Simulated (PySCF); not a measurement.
Ga, charge +2, doublet (a state made from the parent by changing its charge; the spin is typed, not shown lowest).

PySCF was given this input:
```python
from pyscf import gto, scf, dft

mol = gto.M(
    atom='''
Ga    0.00000000    0.00000000    0.00000000
''',
    basis='3-21g',
    charge=2,
    spin=1,
    verbose=4,
)

mf = dft.UKS(mol)
mf.xc = 'b3lyp'
mf.kernel()
mf.analyze()
```

**Question.** What does this run give for the <S^2>, HOMO energy, total energy?

**Answer.** 
The <S^2> comes out as 0.750, the HOMO energy is -26.15 eV and the total energy is -1914.432513 Ha.

These values belong to the state on which the SCF converged, which isn't shown to be the lowest.
